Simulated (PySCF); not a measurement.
Species: C3H10AsB.
Numbering: `[BH2:1][AsH:2][CH2:3][CH2:4][CH3:5]` (hydrogens: H6, H7 on B1; H8 on As2; H9, H10 on C3; H11, H12 on C4; H13, H14, H15 on C5)

Computed, not measured: PySCF, TDDFT PBE0/def2-SVPD, vertical, gas phase, core orbitals frozen in the response. One conformer (not necessarily the lowest) at the PBE0-D3(BJ)/def2-SVP geometry, without solvent, vibrations or thermal averaging. The PBE0/def2-SVPD calculation is non-relativistic and has no spin–orbit coupling, an omission that weighs most on arsenic. Torsions of this conformer, `[BH2:1][AsH:2][CH2:3][CH2:4][CH3:5]`: B1–As2–C3–C4 58°, As2–C3–C4–C5 178°.

Each state is given a Gaussian of 0.4 eV full width at half maximum, with ε(max) = 2.175×10⁸ f / Δν̃ (Δν̃ the width in cm⁻¹). The cross-section is σ = 3.8235×10⁻²¹ ε cm², given in Mb (10⁻¹⁸ cm²). The width is an assumption, not a result. The curve ends short of the highest state used, and states not computed would add to its high-energy end.

E (eV), σ (Mb) and a bar:
```
     3.53       0.04 
     3.59       0.13 
     3.64       0.32 
     3.70       0.84 #
     3.76       1.93 ##
     3.81       3.50 ####
     3.87       6.38 #######
     3.93      10.29 ###########
     3.98      13.92 ###############
     4.04      17.84 ###################
     4.10      20.19 #####################
     4.15      20.34 #####################
     4.21      18.31 ###################
     4.27      14.55 ###############
     4.32      10.92 ###########
     4.38       6.90 #######
     4.44       3.85 ####
     4.49       2.15 ##
     4.55       0.96 #
     4.61       0.37 
     4.66       0.16 
     4.72       0.05 
     4.78       0.03 
     4.83       0.05 
     4.89       0.14 
     4.95       0.37 
     5.00       0.76 #
     5.06       1.60 ##
     5.12       2.96 ###
     5.17       4.50 #####
     5.23       6.63 #######
     5.29       8.64 #########
     5.34       9.80 ##########
     5.40      10.20 ###########
     5.46       9.46 ##########
     5.51       8.21 #########
     5.57       6.48 #######
     5.63       5.06 #####
     5.69       4.32 ####
     5.74       4.29 ####
     5.80       4.90 #####
     5.86       6.03 ######
     5.91       7.20 ########
     5.97       8.61 #########
     6.03       9.67 ##########
     6.08      10.03 ##########
     6.14       9.77 ##########
     6.20       9.02 #########
     6.25       8.52 #########
     6.31       8.86 #########
     6.37      10.88 ###########
     6.42      13.98 ###############
     6.48      18.87 ####################
     6.54      23.84 #########################
     6.59      26.99 ############################
     6.65      28.71 ##############################
```

Question: Locate the maxima and give the states behind the curve.

Answer: 300 nm (4.13 eV), ε about 5400, made up of S1 (100%); 230 nm (5.39 eV), ε about 2700, made up of S2 (99%); 204 nm (6.09 eV), ε about 2600, made up of S4 (90%) (ε in L mol⁻¹ cm⁻¹; maxima over ε = 5, shares over 10%). At its high-energy end, 6.65 eV, the curve is still rising (ε about 7500, from S5 and S6). The states used: S1 4.13 eV (f 0.079); S2 5.39 eV (f 0.039); S3 5.84 eV (f 0.010); S4 6.10 eV (f 0.035); S5 6.62 eV (f 0.077); S6 6.65 eV (f 0.024); S7 6.82 eV (f 0.0050); S8 6.91 eV (f 0.020); S9 7.13 eV (f 0.112); S10 7.25 eV (f 0.023).

Question: What would ε be at 4.13 eV, the highest of these maxima, with half the width (0.2 eV)?

Answer: About 10700 L mol⁻¹ cm⁻¹ against 5360, a factor of about 2.00; a lone state at its own centre would give exactly 2.

Question: On this curve, what absorbance would a 10⁻⁴ mol/L sample give at 308 nm over a 1 cm path?

Answer: 308 nm is 4.025 eV, where ε is about 4400 L mol⁻¹ cm⁻¹, so A = ε c l ≈ 0.44 (Beer–Lambert, with the gas-phase spectrum and the assumed width).

Question: Coming from long wavelengths, where does ε first pass 100 L mol⁻¹ cm⁻¹?

Answer: At about 340 nm (3.65 eV), 0.48 eV below S1.

All these states lie below the vertical ionisation energy of 8.79 eV (ΔSCF).
